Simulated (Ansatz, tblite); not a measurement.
Cost and result up the ladder for AlGe₂₀H₃₂⁻, a doped nanocrystal cut from the lattice of germanium (Al on a surface site) (53 atoms). The state is a singlet with charge -1. Geometry: PBE-D4/def2-SVP.

Cartesian coordinates in Å:
```
Ge -2.489 -3.311 1.836
Ge -3.394 -1.314 -1.570
Ge -3.530 1.981 0.465
Ge 0.243 -3.825 -1.148
Ge -0.251 -0.179 0.658
Ge 2.971 -2.501 1.223
Ge 2.545 -0.675 -2.244
Ge -1.139 1.855 -2.804
Ge -1.416 5.274 -0.803
Ge 1.941 3.004 -0.474
Ge 5.335 0.687 0.086
Ge -0.966 -4.862 0.711
Ge -4.270 -2.606 0.316
Ge -1.225 -1.350 2.579
Ge -2.012 0.591 -0.874
Ge -2.621 4.183 1.042
Ge 1.309 -1.742 -0.417
Ge 1.080 1.729 1.441
Ge 4.652 -0.842 1.876
Ge 3.552 1.411 -1.440
Al 0.208 3.856 -2.094
H -3.119 -4.067 3.055
H -4.619 -0.795 -2.388
H -2.626 -2.298 -2.504
H -3.970 1.195 1.744
H -4.833 2.173 -0.380
H -0.732 -3.597 -2.339
H 1.342 -4.822 -1.639
H 2.260 -3.034 2.506
H 3.730 -3.722 0.611
H 1.598 -0.446 -3.457
H 3.657 -1.671 -2.710
H -2.476 2.172 -3.568
H -0.479 0.740 -3.688
H -2.597 5.838 -1.672
H -0.840 6.564 -0.114
H 2.909 4.050 0.195
H 6.462 -0.048 -0.713
H 6.025 1.914 0.764
H -1.751 -6.122 0.223
H 0.089 -5.371 1.741
H -5.064 -3.867 -0.160
H -5.277 -1.731 1.123
H -2.180 -0.402 3.368
H -0.112 -1.807 3.574
H -3.829 5.038 1.560
H -1.700 3.977 2.284
H 2.196 1.160 2.378
H 0.153 2.590 2.353
H 4.124 -0.029 3.094
H 5.913 -1.620 2.381
H 4.310 2.037 -2.662
H 0.913 4.637 -3.322
```

Ansatz on 11 threads of AMD EPYC 7R13 on a shared host and a whole NVIDIA H100 80GB HBM3; xTB runs through tblite on one thread. Times are rough, summed over both states, and most runs start from the orbitals of an earlier one. r2SCAN0-D4/def2-TZVP serves as the yardstick here, not as an exact answer. The other state is a doublet.

The xTB rows come from tblite. Single mean-field runs in def2-TZVP are fitted with def2-universal-jkfit.

Raw xTB energies of ions are shifted by several eV.

| level | functions | vertical IE (eV) | difference from r2SCAN0-D4/def2-TZVP (eV) |
| --- | --- | --- | --- |
| r2SCAN0-D4/def2-TZVP | 1189 | 5.04 | 0.00 |
| PBE0-D4/def2-TZVP | 1189 | 4.97 | -0.07 |
| GFN1-xTB | 253 | 10.25 | 5.20 |
| PBE-D4/def2-TZVP (with forces) | 1189 | 4.61 | -0.43 |
| GFN2-xTB | 221 | 8.47 | 3.43 |

**Question.** Estimate how long each takes.

**Answer.** GFN2-xTB 1.4 s; GFN1-xTB 1.5 s; PBE-D4/def2-TZVP (with forces) 26 s; PBE0-D4/def2-TZVP 58 s; r2SCAN0-D4/def2-TZVP 68 s. On shared hardware such times vary by a factor of up to 3.
